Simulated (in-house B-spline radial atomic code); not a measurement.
# Ionising the vanadium ion V⁶⁺ with different functionals

Computed with a radial B-spline atomic code at the basis-set limit: scalar-relativistic (spin-free X2C) Hamiltonian, Fermi nucleus of rms radius 3.6002 fm, spin-polarised at highest spin, spherical fractional occupations for the functionals, and exact exchange of hybrids averaged over the configuration. The ionisation energy is the difference of two self-consistent energies, [Ne] 3s2 3p5 → [Ne] 3s2 3p4, without Breit or QED terms; ε is the level of the shell that loses the electron (its least bound occupied spin orbital).

| method | rung | ΔSCF (eV) | -ε(3p) (eV) |
| --- | --- | --- | --- |
| PBE0 | global hybrid | 150.60 | 142.42 |
| B3LYP | global hybrid | ? | ? |
| TPSSh | global hybrid | ? | ? |
| BHandHLYP | global hybrid | 150.39 | 145.22 |
| r2SCAN0 | global hybrid | 150.69 | 142.72 |
| B97-1 | global hybrid | 150.64 | 141.94 |
| HSE06 | range-separated hybrid | 150.58 | 141.97 |
| wB97X | range-separated hybrid | 150.58 | 144.93 |
| CAM-B3LYP | range-separated hybrid | 150.60 | 143.84 |
| LC-wPBE | range-separated hybrid | 150.76 | 145.10 |

What does TPSSh give?

ΔSCF 150.71 eV, and -ε(3p) = 140.78 eV.

What does B3LYP give?

ΔSCF 150.67 eV, and -ε(3p) = 141.84 eV.

Among the functionals, which spreads more, the ΔSCF values or the orbital energies?

The orbital energies: ΔSCF values span about 0.38 eV and the orbital energies 4.45 eV; here energy differences depend much less on the functional than eigenvalues do.

How do they compare with the NIST value?

NIST lists 150.7 eV ± 0.13 (semi-empirical, ground level to ground level). Errors run from -0.33 to +0.04 eV; TPSSh is closest (-0.01 eV), though others lie within the uncertainty of it, and part of that can be cancellation, since the calculations leave out spin-orbit coupling, Breit-QED terms, multiplet and fine-structure energies.
